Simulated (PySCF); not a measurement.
A calculated (PBE0, PySCF 2.14, aug-cc-pVDZ-DK, scalar relativity by spin-free X2C-1e) atom or ion has these occupied shells.

```csv
shell,electrons,orbital energy (eV),"rms radius, mean of both spins (bohr)"
1s α,1,-11007.5,0.0542
1s β,1,-11007.5,0.0542
2s α,1,-1392.7,0.227
2s β,1,-1392.7,0.227
2p α,3,-1216.2,0.203
2p β,3,-1216.1,0.203
3s α,1,-177.06,0.669
3s β,1,-176.95,0.669
3p α,3,-122.51,0.701
3p β,3,-122.38,0.701
3d α,5,-33.108,0.829
3d β,5,-32.959,0.829
4s α,1,-13.699,2.29
4s β,1,-11.727,2.29
4p α,2,-5.390,3.09
```

**Question.** Name the element and its charge.

**Answer.** Ge (germanium, neutral), in [Ar] 3d10 4s2 4p2, high-spin 3P determinant.
